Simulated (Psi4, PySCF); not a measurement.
AgCl (SMILES [Cl][Ag]), singlet, geometry from GFN2-xTB (such geometries of metal compounds can be far from the true shape) (core potentials on Ag). Base run: B3LYP/def2-SVP, TDA (PySCF).

Input for PySCF:
```python
from pyscf import gto, scf, dft, tdscf

mol = gto.Mole()
mol.atom = '''
    Ag   -0.000000   -0.000000   -0.587250
    Cl    0.000000    0.000000    1.623574
'''
mol.basis = 'def2-svp'
mol.ecp = {'Ag': 'def2-svp'}
mol.charge = 0
mol.spin = 0
mol.verbose = 4
mol.build()

mf = dft.RKS(mol)
mf.xc = 'b3lyp'
mf.kernel()
td = mf.TDA()
td.nstates = 5
td.kernel()
td.analyze(verbose=3)
```

Programs used: Psi4, PySCF; a row that names a program was run with it.

Each row names what was changed in the base input (with any setting that the change needs).

| change | first excitation (eV) | oscillator strength of the first | second (eV) |
|---|---|---|---|
| base | 2.86 | 0.012 | 2.86 |
| functional = camb3lyp | 3.34 | 0.016 | 3.34 |
| functional = wb97x | 3.77 | 0.020 | 3.77 |
| response = full linear response | 2.84 | 0.011 | 2.84 |
| functional = pbe | 2.54 | 0.010 | 2.54 |
| states = triplets | 2.53 | - | 2.53 |
| nstates = 15 | 2.86 | 0.012 | 2.86 |
| conv_tol = 1e-3 | 2.86 | 0.012 | 2.86 |
| code = psi4 | 2.86 | 0.012 | 2.86 |
| functional = hf | 4.77 | 0.034 | 4.86 |
| functional = blyp | 2.40 | 0.009 | 2.40 |

An iterative solver can miss low states, so a row lists the states that it found.
